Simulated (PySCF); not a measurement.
Species: [MoO3(OH)]- (charge -1 and singlet state).
Bonds: Mo1–O2, Mo1–O3, Mo1–O4, Mo1–O5. Hydrogens: H6 on O5.

Level of theory: PBE0-D3(BJ)/def2-SVP geometry optimisation, gas phase, def2 core potentials past Kr in PySCF.

Q: How far are the bound atoms from Mo1?

A: 4 atoms: O2 1.716 Å, O3 1.719 Å, O4 1.720 Å, O5 1.940 Å. The nearest atom not counted as bound is H6, at 2.48 Å.

Q: List the angles at Mo1.

A: 
```
    angle  degrees  distance of the outer atoms (Å)
O2–Mo1–O3    111.2                             2.83
O2–Mo1–O4    111.1                             2.83
O3–Mo1–O4    109.2                             2.80
O4–Mo1–O5    108.8                             2.98
O3–Mo1–O5    108.5                             2.97
O2–Mo1–O5    108.1                             2.96
```

Q: What is the shape at Mo1?

A: Tetrahedral: angles from 108.1° to 111.2°; τ4 = (360° − α − β)/141° = 0.98 with α and β the two widest (0 for a square, 1 for a tetrahedron). The Mo–O distances aren't all alike: 1.716 to 1.940 Å.

Q: What are the other bond lengths?

A: O5–H6 0.962 Å.

Charge -1, singlet. No PBE0-D3(BJ)/def2-SVP frequencies stand behind this structure, so it isn't proved a minimum.
